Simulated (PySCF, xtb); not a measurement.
B(OH)(SH)2 (BH3OS2), SMILES OB(S)S.

Geometry optimised at TPSSh-D3(BJ)/def2-SVP. The values are those of a single conformer.

Method: IEF-PCM-B3LYP/def2-SVP run with PySCF 2.14.0.

The values are the electrostatic part of the solvation free energy, E(continuum) − E(gas) at the gas-phase geometry, in a cavity of scaled van der Waals radii (PySCF's table); cavitation and dispersion terms are not included. In vacuum the orbital gap is 6.83 eV. The dipole moment in vacuum is 2.43 D.

### Question
Estimate the values in water (ε = 78.36), chlorobenzene (ε = 5.70), acetonitrile (ε = 35.69). (The exact figures need the calculation; the answer reports its results.)

### Answer

```csv
solvent,ε,ΔG(elec) (kcal/mol),dipole (D),gap (eV)
water,78.36,-7.4,3.25,7.41
chlorobenzene,5.70,-5.4,3.03,7.27
acetonitrile,35.69,-7.2,3.23,7.40
```

For comparison, GFN2-xTB/ALPB(water) (xtb, at the GFN2-xTB geometry, all terms of that model) gives -5.6 kcal/mol.
